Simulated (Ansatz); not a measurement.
```yaml
crystal:
  periodic: [false, false, false]
  atoms:
    - {symbol: C, position_ang: [1.192844, -0.152405, -0.468397]}
    - {symbol: Ge, position_ang: [0.892844, -0.452405, -0.468397]}
    - {symbol: Se, position_ang: [1.218245, -1.237078, 1.735170]}
    - {symbol: H, position_ang: [-0.719451, 1.426328, 0.108492]}
    - {symbol: H, position_ang: [-1.627276, -0.035772, -0.345309]}
    - {symbol: H, position_ang: [-0.886646, 0.972986, -1.607057]}
    - {symbol: H, position_ang: [2.130867, 0.452727, -0.712256]}
    - {symbol: H, position_ang: [-0.145913, -1.774561, 1.825558]}
basis:
  gaussian: {orbitals: STO-3G, point_charges: [{charge: 1.00, position_ang: [6.330, -0.495, 0.534]}]}
magnetization: {spin_polarized: true, initial_magnetization: 1}
hamiltonian: {xc: {name: wB97M-V}}
scf: {lower_state_search: full}
output: {forces: true}
```

```sh
$ ansatz run in.yaml --threads 4 --pin off --events-out ev --progress --plain --max-ram 10444MiB
```

Shortened log:

```
Functional definition: wB97M-V
503 factors; integrals over basis functions are off by at most 3.3e-5 eV
146 factors; integrals over basis functions are off by at most 3.3e-6 eV
mean field evaluation 1: about -120774.5234 eV, gradient 1.1e2 eV
mean field evaluation 2: about -120774.5471 eV, gradient 1.1e2 eV
mean field evaluation 4: about -120808.8924 eV, gradient 3.6e1 eV
mean field evaluation 8: about -120826.9755 eV, gradient 1.7e0 eV
mean field evaluation 16: about -120827.3998 eV, gradient 1.8e-2 eV
mean field evaluation 32: about -120827.3998 eV, gradient 4.0e-5 eV
mean field -120827.40926842 eV, -4440.3253908548 hartree, gradient 1.1e-5 eV, S^2 1.277928; 10 other end points of the search recorded, 0 dependent functions left out
reference -120827.40929528 eV, -4440.3253918418 hartree; 39, 38 occupied and 7, 8 virtual orbitals, 503 factors
Total energy: -120827.40929528 eV, -4440.3253918418 hartree
Atom 0 at     1.192844    -0.152405    -0.468397 Å, force  4001.156930  3993.783115    -6.718841 eV/Å
Atom 1 at     0.892844    -0.452405    -0.468397 Å, force -3998.705277 -3992.416958     0.066696 eV/Å
Atom 2 at     1.218245    -1.237078     1.735170 Å, force    -0.979895    -3.826529     6.867860 eV/Å
Atom 3 at    -0.719451     1.426328     0.108492 Å, force    -1.392068    -1.476375    -1.895599 eV/Å
Atom 4 at    -1.627276    -0.035772    -0.345309 Å, force     0.130079     0.372266     1.616654 eV/Å
Atom 5 at    -0.886646     0.972986    -1.607057 Å, force     0.684883     1.539532     0.319766 eV/Å
Atom 6 at     2.130867     0.452727    -0.712256 Å, force    -1.478025     1.834144    -0.715371 eV/Å
Atom 7 at    -0.145913    -1.774561     1.825558 Å, force     0.630701     0.237671     0.340913 eV/Å
Dipole moment:    -0.522331     0.413592    -1.208012 e Å
```

(1) Something in this input is off. What?

Answers

(1) One atom was put on top of another. Self-consistency was reached. The result belongs to that input, not to the molecule as meant.
